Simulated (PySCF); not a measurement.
**Spinor energies of Sn (tin, neutral)**

Start: [Kr] 4d10 5s2 5p2; 5p3/2 filled at m_j = +1/2, +3/2. Calculated with PySCF 2.14 in x2c-SVPall-2c with one added diffuse shell each of s, p type (7s9p4d, 54 functions): generalised Hartree-Fock with the X2C-1e Hamiltonian and a Gaussian nucleus; one run each with spin-orbit coupling (SO) switched off, then screened by Boettger's factors. This is a chosen level, not necessarily the ground level.

| spinor shell | electrons | ε, spin-free (eV) | ε, screened SO (eV) | weight of nominal j (screened SO) | rms radius, screened SO (bohr) |
| --- | --- | --- | --- | --- | --- |
| 1s1/2 | 2 | -29342.2 | -29339.6 | 1.000 | 0.0333 |
| 2s1/2 | 2 | -4521.3 | -4520.6 | 1.000 | 0.136 |
| 2p1/2 | 2 | -4052.9 | -4213.1 | 1.000 | 0.118 |
| 2p3/2 | 4 | -4052.9 | -3979.7 | 1.000 | 0.123 |
| 3s1/2 | 2 | -912.16 | -911.99 | 1.000 | 0.361 |
| 3p1/2 | 2 | -755.05 | -785.20 | 1.000 | 0.354 |
| 3p3/2 | 4 | -755.05 | -741.21 | 1.000 | 0.366 |
| 3d3/2 | 4 | -513.58 | -518.77 | 1.000 | 0.340 |
| 3d5/2 | 6 | -513.58 | -509.98 | 1.000 | 0.343 |
| 4s1/2 | 2 | -160.11 | -160.10 | 1.000 | 0.872 |
| 4p1/2 | 2 | -110.17 | -115.59 | 1.000 | 0.932 |
| 4p3/2 | 4 | -110.17 | -107.72 | 1.000 | 0.958 |
| 4d3/2 | 4 | -35.601 | -36.259 | 0.994 | 1.19 |
| 4d5/2 | 6 | -35.601 | -35.189 | 0.996 | 1.19 |
| 5s1/2 | 2 | -13.857 | -13.881 | 0.999 | 2.65 |
| 5p3/2 | 2 | -7.210 | -7.155 | 0.701 | 3.48 |

```tsv
quantity	spin-free	screened SO
E (hartree)	-6172.41690	-6173.84194
M_J	2	2
⟨J²⟩	6.010	6.007
⟨L²⟩	2.007	2.313
⟨S²⟩	2.004	1.880
```

Each row is a mean over spinors that exchange with the open shell spreads, by up to 3.246 eV (5s1/2).

Rows whose weight is well below 1 are mixtures of j = l ± 1/2: exchange outweighs spin-orbit coupling there, and the label is only the starting occupation.

Breit and QED terms are absent; they matter most for the inner s and p1/2 levels.

Densities and radii are taken from the X2C orbitals without a picture-change correction, which distorts them close to the nucleus.

Without spin-orbit coupling the j labels of p, d and f shells carry no meaning; the spin-free column gives the mean over the occupied spinors of each nl shell.
